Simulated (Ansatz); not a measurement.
CH5FOSiTe can be A, `OC[Te][SiH2]F`, or B, `C[Te][SiH](O)F`.

Gas-phase electronic energies from Ansatz, PBE0-D4/def2-TZVP geometries. CCSD(T)/CBS is the MP2 limit (def2-TZVPP, def2-QZVPP) plus CCSD(T) − MP2 in def2-TZVPP, frozen cores. Functionals use def2-TZVPP. Elements past krypton have def2 core potentials. For Te outer-core shells are correlated without core-valence functions, which leaves a few kJ/mol of doubt a bond. Each species was taken in one conformer, which may not be the lowest.

A:

Z-matrix (Å, degrees):
```
C
Te 1 2.198
O 1 1.383 2 113.7
H 1 1.088 2 105.3 3 -117.9
H 1 1.093 2 106.0 3 125.8
Si 2 2.461 1 93.7 3 -106.7
H 3 0.962 1 109.2 2 63.8
F 6 1.602 2 113.3 1 -87.5
H 6 1.486 2 108.4 1 30.2
H 6 1.481 2 109.5 1 152.8
```

B:

Z-matrix (Å, degrees):
```
C
Te 1 2.154
H 1 1.088 2 106.5
H 1 1.087 2 109.7 3 -119.1
H 1 1.086 2 109.2 3 119.2
Si 2 2.473 1 93.7 3 171.7
F 6 1.592 2 111.6 1 59.0
O 6 1.636 2 112.1 1 -56.8
H 6 1.480 2 108.7 1 177.7
H 8 0.959 6 116.7 2 -40.3
```

Q: Which is lower in electronic energy at CCSD(T)/CBS, and by how much? (Best estimate.)

A: The calculation gave: B, by 201.8 kJ/mol.

Q: Give E(B) − E(A) in kJ/mol with ωB97M-V, HF/def2-TZVPP, MP2/def2-TZVPP, r2SCAN-D4, CCSD/def2-TZVPP, CCSD(T)/def2-TZVPP, PBE0-D4. (An estimate is asked.)

A: The calculation gave: ωB97M-V -199.9, HF/def2-TZVPP -208.1, MP2/def2-TZVPP -207.0, r2SCAN-D4 -195.7, CCSD/def2-TZVPP -202.3, CCSD(T)/def2-TZVPP -199.5, PBE0-D4 -189.9. None reverses the order clearly.

Largest T1 diagnostic: 0.012.

From PBE to PBE0 (25 % exact exchange), in def2-TZVPP and without D4, E(B) − E(A) moves by −10.1 kJ/mol.
